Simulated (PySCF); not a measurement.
## Assignment exercise: C$_{5}$H$_{13}$OPSi

Molfile (atoms numbered from 1):
```
C5H13OPSi
     RDKit          3D

 21 21  0  0  0  0  0  0  0  0999 V2000
    0.5380   -2.8665    0.1633 O   0  0  0  0  0  0  0  0  0  0  0  0
   -0.0806   -1.5846    0.5080 P   0  0  2  0  0  5  0  0  0  0  0  0
   -1.3228   -0.9748   -0.6802 C   0  0  0  0  0  0  0  0  0  0  0  0
   -1.8399    0.4016   -0.2866 C   0  0  0  0  0  0  0  0  0  0  0  0
   -0.7112    1.4204   -0.1468 C   0  0  0  0  0  0  0  0  0  0  0  0
    0.2355    1.0899    1.0035 C   0  0  0  0  0  0  0  0  0  0  0  0
    1.0415   -0.1809    0.7599 C   0  0  2  0  0  0  0  0  0  0  0  0
    2.2518   -0.1388   -0.7171 Si  0  0  0  0  0  4  0  0  0  0  0  0
   -0.8150   -1.6219    1.7039 H   0  0  0  0  0  0  0  0  0  0  0  0
   -0.8456   -0.9571   -1.6651 H   0  0  0  0  0  0  0  0  0  0  0  0
   -2.1333   -1.7091   -0.7244 H   0  0  0  0  0  0  0  0  0  0  0  0
   -2.3701    0.3254    0.6664 H   0  0  0  0  0  0  0  0  0  0  0  0
   -2.5553    0.7498   -1.0366 H   0  0  0  0  0  0  0  0  0  0  0  0
   -1.1489    2.4057    0.0317 H   0  0  0  0  0  0  0  0  0  0  0  0
   -0.1443    1.4732   -1.0796 H   0  0  0  0  0  0  0  0  0  0  0  0
   -0.3528    0.9808    1.9208 H   0  0  0  0  0  0  0  0  0  0  0  0
    0.9246    1.9262    1.1532 H   0  0  0  0  0  0  0  0  0  0  0  0
    1.6263   -0.4210    1.6560 H   0  0  0  0  0  0  0  0  0  0  0  0
    3.2588   -1.1767   -0.5336 H   0  0  0  0  0  0  0  0  0  0  0  0
    2.8635    1.1947   -0.6957 H   0  0  0  0  0  0  0  0  0  0  0  0
    1.5709   -0.3193   -2.0016 H   0  0  0  0  0  0  0  0  0  0  0  0
  1  2  2  0
  2  3  1  0
  3  4  1  0
  4  5  1  0
  5  6  1  0
  6  7  1  0
  7  8  1  0
  7  2  1  0
  2  9  1  1
  3 10  1  0
  3 11  1  0
  4 12  1  0
  4 13  1  0
  5 14  1  0
  5 15  1  0
  6 16  1  0
  6 17  1  0
  7 18  1  1
  8 19  1  0
  8 20  1  0
  8 21  1  0
M  END
```

Theory: shieldings: GIAO PBE0/pcSseg-1, coordinates at the GFN2-xTB level, in PySCF 2.14 (gas phase, single conformer, no relativistic terms, rapidly exchanging positions averaged).

References, each an isolated molecule treated in the same way: TMS for 13C (186.93 ppm) and 1H (31.72 ppm).

Q: Assign these signals to the numbered atoms. 13C{1H} NMR (computed): δ 30.2 (CH2), 29.6 (CH2), 27.2 (CH2), 26.6 (CH2), 25.8 (CH).

A: 
30.2 → C3, sp3 CH2 bonded to P
29.6 → C6, sp3 CH2 in a ring: aliphatic region, no heteroatom directly attached
27.2 → C5, sp3 CH2 in a ring
26.6 → C4, sp3 CH2 in a ring
25.8 → C7, sp3 CH bonded to P and Si

C3 and C6; C5 and C4; C4 and C7 lie closer than the usual error of such a calculation, so a measured spectrum could show them in the other order.

Q: Assign these signals to the numbered atoms. 1H NMR (300 MHz, computed): δ 7.32 (m, 1H), 4.05 (m, 3H), 2.07 (m, 1H), 2.01 (m, 1H), 1.98 (m, 1H), 1.97 (m, 1H), 1.81 (m, 1H), 1.64 (m, 1H), 1.47 (m, 1H), 1.24 (m, 1H), 1.15 (m, 1H).

A: 
| δ (ppm) | atoms | environment | reason |
| --- | --- | --- | --- |
| 7.32 | H9 | hydrogen on a phosphorus bonded to 2 C, O, in a 6-membered ring | – |
| 4.05 | H19/H20/H21 | hydrogen on a silicon bonded to C | – |
| 2.07 | H17 | hydrogen on an sp3 CH2 in a ring | – |
| 2.01 | H10 | hydrogen on an sp3 CH2 bonded to P | – |
| 1.98 | H13 | hydrogen on an sp3 CH2 in a ring | – |
| 1.97 | H11 | hydrogen on an sp3 CH2 bonded to P | – |
| 1.81 | H18 | hydrogen on an sp3 CH bonded to P and Si | – |
| 1.64 | H16 | hydrogen on an sp3 CH2 in a ring | – |
| 1.47 | H14 | hydrogen on an sp3 CH2 in a ring | far from electronegative atoms and π systems |
| 1.24 | H12 | hydrogen on an sp3 CH2 in a ring | – |
| 1.15 | H15 | hydrogen on an sp3 CH2 in a ring | far from electronegative atoms and π systems |

H17 and H10; H10 and H13; H13 and H11; H12 and H15 lie closer than the usual error of such a calculation, so a measured spectrum could show them in the other order.

Splittings by 31P in the carbon and heteronuclear signals aren't shown, as no couplings were computed. Shifts are as computed. Against solution values, carbons near 30 ppm lie about +3 ppm off and those near 130 ppm about +5 ppm. Of 1211 compounds with measured shifts, 218 miss one by over three times the rms of a fit or turn the order of signals round; such compounds aren't used in these exercises. No couplings were computed; multiplicities are counted from neighbouring protons, with m where these are inequivalent, close in shift, in a saturated or five-membered ring or joined by F or P, and br s for small geminal =CH2 splittings.
